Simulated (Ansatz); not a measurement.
Consider the hydrogenolysis of a Ge–Si bond: `C[BH][GeH2][SiH3]` + H₂ → `C[BH][GeH3]` + SiH₄.

Calculated with Ansatz (gas phase, PBE0-D4/def2-TZVP geometries, no zero-point term in ΔE). CCSD(T)/CBS is the MP2 limit (def2-TZVPP, def2-QZVPP) plus CCSD(T) − MP2 in def2-TZVPP, frozen cores. This one scheme is used for every species. DFT in def2-TZVPP. B3LYP here is the variant with VWN-RPA as its local correlation; programs differ in this. For Ge outer-core shells are correlated without core-valence functions, which leaves a few kJ/mol of doubt a bond. Scalar relativity is left out up to krypton. One conformer a species, not always the lowest.

```json
{"level": "PBE-D4", "ΔE (kJ/mol)": "15.4", "difference from CCSD(T)/CBS": "9.6"}
{"level": "r2SCAN-D4", "ΔE (kJ/mol)": "9.6", "difference from CCSD(T)/CBS": "3.8"}
{"level": "PBE0-D4", "ΔE (kJ/mol)": "9.8", "difference from CCSD(T)/CBS": "4.0"}
{"level": "B3LYP-D4", "ΔE (kJ/mol)": "3.1", "difference from CCSD(T)/CBS": "-2.7"}
{"level": "ωB97X-V", "ΔE (kJ/mol)": "-1.1", "difference from CCSD(T)/CBS": "-6.9"}
{"level": "ωB97M-V", "ΔE (kJ/mol)": "0.2", "difference from CCSD(T)/CBS": "-5.6"}
{"level": "B2PLYP", "ΔE (kJ/mol)": "-3.2", "difference from CCSD(T)/CBS": "-9.0"}
{"level": "PBE", "ΔE (kJ/mol)": "9.0", "difference from CCSD(T)/CBS": "3.2"}
{"level": "r2SCAN", "ΔE (kJ/mol)": "7.8", "difference from CCSD(T)/CBS": "2.0"}
{"level": "PBE0", "ΔE (kJ/mol)": "4.0", "difference from CCSD(T)/CBS": "-1.8"}
{"level": "B3LYP", "ΔE (kJ/mol)": "-7.0", "difference from CCSD(T)/CBS": "-12.8"}
{"level": "HF/def2-TZVPP", "ΔE (kJ/mol)": "-29.4", "difference from CCSD(T)/CBS": "-35.2"}
{"level": "MP2/def2-TZVPP", "ΔE (kJ/mol)": "6.0", "difference from CCSD(T)/CBS": "0.2"}
{"level": "SCS-MP2/def2-TZVPP", "ΔE (kJ/mol)": "-3.0", "difference from CCSD(T)/CBS": "-8.8"}
{"level": "CCSD/def2-TZVPP", "ΔE (kJ/mol)": "-4.1", "difference from CCSD(T)/CBS": "-9.9"}
{"level": "CCSD(T)/def2-TZVPP", "ΔE (kJ/mol)": "1.3", "difference from CCSD(T)/CBS": "-4.5"}
{"level": "HF/def2-QZVPP", "ΔE (kJ/mol)": "-30.1", "difference from CCSD(T)/CBS": "-35.9"}
{"level": "MP2/def2-QZVPP", "ΔE (kJ/mol)": "8.3", "difference from CCSD(T)/CBS": "2.5"}
{"level": "SCS-MP2/def2-QZVPP", "ΔE (kJ/mol)": "-1.1", "difference from CCSD(T)/CBS": "-6.9"}
{"level": "HF/CBS(def2)", "ΔE (kJ/mol)": "-30.2", "difference from CCSD(T)/CBS": "-36.0"}
{"level": "MP2/CBS(def2)", "ΔE (kJ/mol)": "10.5", "difference from CCSD(T)/CBS": "4.7"}
{"level": "CCSD/CBS(def2)", "ΔE (kJ/mol)": "0.3", "difference from CCSD(T)/CBS": "-5.5"}
{"level": "CCSD(T)/CBS", "ΔE (kJ/mol)": "5.8", "difference from CCSD(T)/CBS": "0"}
```

Largest T1 diagnostic among the species: 0.012.

From PBE to PBE0 (25 % exact exchange), in def2-TZVPP and without D4, ΔE moves by −5.0 kJ/mol. In def2-TZVPP, CCSD(T) changes the Hartree–Fock value by +30.7 kJ/mol (the triples alone add +5.4 kJ/mol) and MP2 by +35.4 kJ/mol. The D4 term adds +10.1 kJ/mol with B3LYP and +5.8 kJ/mol with PBE0; it sums over pairs of atoms, weighted by their polarisabilities, and B3LYP, whose exchange is more repulsive, gets the larger term.
